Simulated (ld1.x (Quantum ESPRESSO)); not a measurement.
**Sr, TM: configuration errors across variants**

strontium (Sr), norm-conserving Troullier–Martins (Kleinman–Bylander form), made with ld1.x (Quantum ESPRESSO) 7.5 (PBE, scalar-relativistic). Core [Ar] 3d10 4s2, reference 4p6 4d0 5s2 5p0. Waves: 4p (bound): rc 1.35 bohr; 4d (bound, empty): rc 3.80 bohr; 5s (bound): rc 3.75 bohr. Local part: the s channel. Core correction: none.

All-electron excitation energies from the reference (eV): (1) 4p6 4d0 5s1 5p0 5.885; (2) 4p6 4d0 5s0 5p0 16.892; (3) 4p6 4d0 5s1.5 5p0 2.339; (4) 4p6 4d0 5s0 5p1 8.822; (5) 4p6 4d0 5s1 5p1 2.299; (6) 4p6 4d0 5s0 5p2 4.707; (7) 4p5 4d0 5s2 5p0 28.309.

Errors AE − PS in meV (a dash: test not solved or not reliable):

```tsv
change	(1)	(2)	(3)	(4)	(5)	(6)	(7)	bound ghosts
base	+5.7	+35	+1.0	-547	-314	-728	-170	none
all radii scaled by about 0.74 (s 2.78, p 1.00, d 2.82 bohr)	+8.3	+33	+1.6	-489	-278	-647	+40	none
all radii scaled by about 0.88 (s 3.30, p 1.18, d 3.34 bohr)	+5.6	+37	+1.0	-546	-315	-728	-185	none
all radii scaled by about 1.08 (s 4.06, p 1.46, d 4.10 bohr)	+5.8	+22	+1.2	-559	-314	-736	-107	none
all radii scaled by about 1.16 (s 4.34, p 1.56, d 4.38 bohr)	+5.6	+9.4	+1.2	-573	-315	-746	-58	none
all radii scaled by about 1.35 (s 5.06, p 1.82, d 5.12 bohr)	+3.3	-69	+1.6	-658	-326	-816	+148	none
```

Question: Give the same row for: all radii scaled by about 1.29 (s 4.86, p 1.74, d 4.92 bohr).

Answer: +3.9, -52, +1.5, -639, -323, -800, +108; bound ghosts: none.
